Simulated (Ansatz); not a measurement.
`N#[C][AlH][Cl]` + `N=C=O` → `O=C=[N][AlH][Cl]` + `C#N` at 298.15 K and 1 bar (ligand exchange at the Al–C bond).

Isolated molecules relaxed with PBE0-D4/def2-TZVP in Ansatz; ΔE leaves out vibrations. CBS: MP2 limit from def2 TZ/QZ plus the TZ coupled-cluster correction, frozen cores. This one scheme is used for every species. One conformer a species, not always the lowest.

```tsv
species	CCSD(T)/CBS energy (Eh)	H − E (kJ/mol)	S (J/(mol·K))
`N#[C][AlH][Cl]`	-795.20880	59.4	311.6
`N=C=O`	-168.51995	67.5	238.3
`O=C=[N][AlH][Cl]`	-870.43852	77.0	341.2
`C#N`	-93.32098	52.4	201.2
```

H − E and S are ideal-gas, rigid-rotor, harmonic terms from PBE0-D4/def2-TZVP, for one conformer and one mirror image of each species. 1 Eh = 2625.50 kJ/mol, R = 8.31446 J/(mol·K).

Problem. By hand: ΔE, ΔH, ΔS and ΔG.

Solution. ΔE = (-870.43852) + (-93.32098) − (-795.20880) − (-168.51995) = -0.03075 Eh = -80.7 kJ/mol. Δ(H − E) = 77.0 + 52.4 − 59.4 − 67.5 = 2.5, so ΔH = -78.2 kJ/mol. ΔS = 341.2 + 201.2 − 311.6 − 238.3 = -7.5 J/(mol·K). ΔG = -78.2 − 298.15 × (-7.5)/1000 = -76.0 kJ/mol.

Problem. By hand: the equilibrium constant, and the temperature at which ΔG would vanish if ΔH and ΔS stayed fixed.

Solution. log₁₀ K = −ΔG/(RT ln 10) = 13.3. ΔG = 0 at ΔH/ΔS = 10427 K, far beyond where these terms or the molecules hold.

The number of gas molecules stays the same, so ΔS is small and ΔH decides. A doubt of 5 kJ/mol in ΔE shifts log₁₀ K by 0.9 here. Other conformers and mirror images would add mixing entropy, several J/(mol·K) or more a flexible species. Modes under 60 cm⁻¹, often nearly free rotors, make the harmonic entropy too high. These are equilibria of isolated gas molecules and say nothing of rates. Largest T1 diagnostic: 0.018 (customary marks: 0.02 for closed shells, 0.045 for open ones).
